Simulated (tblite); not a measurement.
C₂H₉BO₂Si.
Structure used (GFN2-xTB), in Å, numbered top down from 1:
```xyz
15
C2H9BO2Si angstrom
C     -2.454   -0.083    0.063
C     -1.346    0.017   -0.979
O     -0.542   -1.148   -0.952
B      0.737   -1.163   -0.562
O      1.391   -0.056   -0.187
Si     2.660    0.809    0.281
H     -3.095    0.794    0.008
H     -3.052   -0.973   -0.117
H     -2.025   -0.150    1.059
H     -0.730    0.905   -0.797
H     -1.778    0.084   -1.984
H      1.261   -2.216   -0.576
H      3.452    0.069    1.266
H      3.447    1.105   -0.917
H      2.070    2.014    0.867
```

Method: GFN2-xTB as coded in tblite; computed harmonic values from a numerical Hessian at the method's own geometry, unscaled. Against measured fundamentals such values can be off by several per cent, at times by over 20. Modes of hydrogen on boron and silicon can be 10 to 20 % off. One conformer, not necessarily the lowest. The optimisation stopped once no atom felt more than 0.01 eV/Å.

Lowest wavenumbers of the output (negative numbers stand for imaginary wavenumbers):
```
mode    cm-1
  1     -26.6
  2     -10.6
  3      53.5
  4      84.8
  5     183.4
  6     230.9
  7     249.7
  8     432.4
```

**Question.** Is this structure a minimum?

**Answer.** Not by this Hessian. 1 mode is imaginary beyond 20i (27i cm⁻¹), and 1 more slightly so (10.6i). The curvature is small, so loose convergence or finite differences may be the whole cause.

**Question.** Which atoms move in the imaginary modes?

**Answer.** 27i: H14 (Si–H hydrogen) 31 %, H15 (Si–H hydrogen) 30 %, H13 (Si–H hydrogen) 30 %; 11i: C1 (methyl carbon) 39 %, H9 (methyl hydrogen) 11 %, Si6 (oxygen-bound silicon) 11 %. These are shares of the mass-weighted motion.

**Question.** What is the remedy?

**Answer.** Step along such a mode in both directions, optimise again with tighter thresholds and repeat the frequencies. The zero-point energy of this point (69.0 kcal/mol) counts the 37 real modes alone, and thermal corrections from it aren't those of a minimum.
